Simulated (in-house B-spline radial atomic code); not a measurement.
Computed with a B-spline radial atomic code. Model: two electrons, singlet ground state, non-relativistic, full CI in B-splines with partial waves to l = 8 (at full coupling up to 3e-4 hartree above the limit, correlation up to 0.6 % small), density held at that of full coupling by Lieb maximisation.

W(λ) is the mean repulsion in the state of coupling λ less the Hartree energy of the fixed density. Its start is exact exchange, its initial slope is twice the second-order Görling-Levy correlation energy, and its area from 0 to 1 is E_xc. A straight curve means weak, dynamic correlation, and a curve that drops fast and flattens means strong correlation.

Command:
```bash
python run_ac.py task.json out
```
Settings (lengths in bohr, energies in hartree):
```
potential              harmonic
strength               0.002
lmax                   8
```

Cost of the run: 54 s on 1 thread of Intel(R) Xeon(R) Processor @ 2.30GHz, on a shared host.

**W = mean repulsion less Hartree energy, and W of three functionals.**

Given: confinement harmonic well; well frequency 0.002 hartree; external potential omega^2 r^2/2.

Computed: PBE exchange minus exact -0.047552 millihartree; SCAN exchange minus exact -0.72981 millihartree.

| coupling | W xc (hartree) | W xc minus exchange (millihartree) | kinetic minus Kohn-Sham (millihartree) | LDA (PW92) W minus its exchange (millihartree) | PBE W minus its exchange (millihartree) | SCAN W minus its exchange (millihartree) |
| --- | --- | --- | --- | --- | --- | --- |
| 0 | -0.020151 | 0 | 0 | 0 | 0 | 0 |
| 0.02 | -0.02229 | -2.139 | 0.02 | -3.78 | -2.31 | -1.51 |
| 0.05 | ? | ? | ? | ? | ? | ? |
| 0.12 | ? | ? | ? | ? | ? | ? |
| 0.25 | -0.026606 | -6.455 | 0.37 | -10.38 | -7.88 | -6.19 |
| 0.4 | -0.027066 | -6.914 | 0.52 | -11.47 | -8.88 | -6.85 |
| 0.6 | -0.027389 | -7.238 | 0.68 | -12.32 | -9.66 | -7.27 |
| 0.8 | -0.027587 | -7.436 | 0.81 | -12.86 | -10.16 | -7.48 |
| 1 | -0.027726 | -7.574 | 0.94 | -13.24 | -10.52 | -7.61 |
| 1.4 | -0.027915 | -7.763 | 1.16 | -13.76 | -11.01 | -7.76 |
| 2 | -0.028091 | -7.94 | 1.46 | -14.25 | -11.46 | -7.87 |

Question: What belongs in the row 0.05?

Answer: W xc (hartree): -0.024018; W xc minus exchange (millihartree): -3.867; kinetic minus Kohn-Sham (millihartree): 0.08; LDA (PW92) W minus its exchange (millihartree): -6.01; PBE W minus its exchange (millihartree): -4.07; SCAN W minus its exchange (millihartree): -2.97.

Question: What belongs in the row 0.12?

Answer: W xc (hartree): -0.025633; W xc minus exchange (millihartree): -5.481; kinetic minus Kohn-Sham (millihartree): 0.2; LDA (PW92) W minus its exchange (millihartree): -8.44; PBE W minus its exchange (millihartree): -6.15; SCAN W minus its exchange (millihartree): -4.8.

Question: What is the LDA exchange minus exact?

Answer: 2.2065 millihartree.

**Energy parts, natural occupations and partial-wave weights.**

Computed: exchange energy -0.020151 hartree; correlation energy -0.0066368 hartree; kinetic part of the DFT correlation energy 0.00093766 hartree; Hartree energy 0.040303 hartree; Kohn-Sham kinetic 0.0014612 hartree; Lieb Oxford ratio E_xc over LDA exchange 1.4928.

```tsv
natural	occupation of the shell (electrons)
s	0.97494
p	0.87083
d	?
s	0.01911
p	0.0069242
f	0.0032711
```

Question: What belongs in the row d?

Answer: occupation of the shell (electrons): 0.12449.

```tsv
wave	weight
s	0.49713
p	0.43888
d	?
f	0.0016357
g	3.7431e-06
```

Question: What belongs in the row d?

Answer: weight: 0.062347.

Question: What is the kinetic part over minus potential part?

Answer: 0.12379.

Question: What is the total energy?

Answer: 0.0237 hartree.

Half-way to full coupling W has made 93 % of its drop, against 50 % for a straight line, and second-order (GL2) theory, half the initial slope, overshoots the correlation energy by about 854 %: correlation is strong. Over couplings 0 to 1 the errors in E_xc come to about -2.3 millihartree for LDA, -2.0 millihartree for PBE, -0.6 millihartree for SCAN, so SCAN is nearest. In LDA and SCAN the errors of exchange and correlation have opposite signs, so the sum is smaller than the larger of the two.
